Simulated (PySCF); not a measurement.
C₃H₄BFO. Atoms are numbered in the order given.

```xyz
10

O      1.8438     0.8299     0.0107
B      0.5550     0.5519     0.2799
C     -0.7430     1.3847     0.2947
C     -1.4031     0.2335     0.0108
C     -0.3331    -0.7906     0.2989
F     -0.1107    -1.7259    -0.6948
H      2.3829     0.0371    -0.0841
H     -1.1229     2.4071     0.3269
H     -2.4258     0.0543    -0.3497
H     -0.4882    -1.3293     1.2490
```
Charge 0, spin multiplicity 1.

The structure is a stationary point at PBE0-D3(BJ)/def2-SVP. The structure was generated by enumeration; whether it is a known compound was not checked. The values are those of a single conformer.

Method: CAM-B3LYP/def2-TZVP (PySCF).

Atomic charges (e):

| atom | IAO | Löwdin |
|---|---|---|
| O1 | ? | 0.22 |
| B2 | 0.38 | -0.68 |
| C3 | ? | -0.01 |
| C4 | ? | -0.03 |
| C5 | ? | -0.24 |
| F6 | ? | 0.09 |
| H7 | 0.38 | 0.22 |
| H8 | 0.16 | 0.14 |
| H9 | 0.15 | 0.14 |
| H10 | 0.14 | 0.14 |

**Question.** Complete the blanks. (Estimate from the structure and the level; the computed values follow.)

**Answer.** 
- O1, IAO: -0.52
- C3, IAO: -0.28
- C4, IAO: -0.08
- C5, IAO: 0.01
- F6, IAO: -0.35

Computed Mayer and Wiberg (Löwdin basis) orders of the bonds:
| bond | Mayer | Wiberg |
|---|---|---|
| O1–B2 | 1.41 | 2.05 |
| B2–C3 | 1.13 | 1.23 |
| C3–C4 | 1.74 | 1.82 |
| B2–C5 | 0.95 | 1.06 |
| C4–C5 | 0.95 | 1.15 |
| C5–F6 | 0.95 | 1.61 |
| O1–H7 | 0.87 | 0.93 |
| C3–H8 | 0.96 | 0.86 |
| C4–H9 | 0.93 | 0.86 |
| C5–H10 | 0.96 | 0.83 |
